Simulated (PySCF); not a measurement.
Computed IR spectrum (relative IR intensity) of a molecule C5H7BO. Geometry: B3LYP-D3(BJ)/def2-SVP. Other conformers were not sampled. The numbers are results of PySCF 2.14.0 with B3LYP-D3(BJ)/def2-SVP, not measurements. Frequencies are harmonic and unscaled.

```tsv
ν (cm⁻¹)	relative intensity
886	10.0
904	4.1
967	18
992	5.0
1136	100
1167	5.5
1381	37
1479	16
2035	20
3029	7.0
3080	5.0
```

Q: Identify the compound among the candidates.
(A) C=C=C1OCB1C
(B) C#CB1CCCO1
(C) C#CCB(C)C=O
(D) C=C1C=CB(O)C1

A: A, C=C=C1OCB1C
